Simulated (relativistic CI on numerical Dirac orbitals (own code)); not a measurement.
**Hg3+: O2,3 absorption edge**

Computed with this model: Dirac-Coulomb-Breit CI, orbitals from a KLI potential per configuration, model QED, valence Slater integrals scaled by 0.9, multiplet model of core-to-valence dipole absorption; configurations [Xe] 4f14 5d9 → [Kr] 4d10 4f14 5s2 5p5 5d10; 300 K; Lorentzian 1.5 eV and Gaussian 0.3 eV FWHM. Energies are those of the free ion, without screening or charge transfer. The branching ratio is the share of the lower-energy edge in the whole absorption, uncertain by about 0.02 where the edges overlap. S is read from ⟨S²⟩ = S(S + 1).

Field parameters in Wybourne normalisation: Oh B⁴₀ = 21Dq, B⁴₄ = √(5/14) B⁴₀. The field is a parameter set, without covalency.

Computed curve for Oh, 10Dq = 7000 cm⁻¹, scaled to 100 at the maximum (points under 2 are left out and the grid is thinned):

Energy (eV), Intensity and a bar:
```
    55.50        2.0 
    55.75        2.2 
    56.00        2.5 
    56.50        3.1 
    56.75        3.4 
    57.00        3.9 #
    57.25        4.4 #
    57.50        5.1 #
    58.00        6.9 ##
    58.25        8.2 ##
    58.50       10.0 ###
    58.75       12.2 ###
    59.00       15.4 ####
    59.50       26.0 ########
    59.75       35.2 ###########
    60.00       48.7 ###############
    60.25       67.1 #####################
    60.50       87.6 ############################
    61.00       94.8 ##############################
    61.25       76.3 ########################
    61.50       56.2 ##################
    61.75       40.5 ############
    62.25       22.2 #######
    62.50       17.1 #####
    62.75       13.5 ####
    63.00       10.9 ###
    63.25        8.9 ##
    63.75        6.3 #
    64.00        5.4 #
    64.25        4.7 #
    64.50        4.1 #
    64.75        3.6 #
    65.25        2.9 
    65.50        2.6 
    65.75        2.3 
    66.00        2.1 
    78.50        2.2 
    79.00        2.9 
    79.25        2.6 
    79.50        2.1
```

The ground state has S = 0.50, and the centroid lies at 61.28 eV.
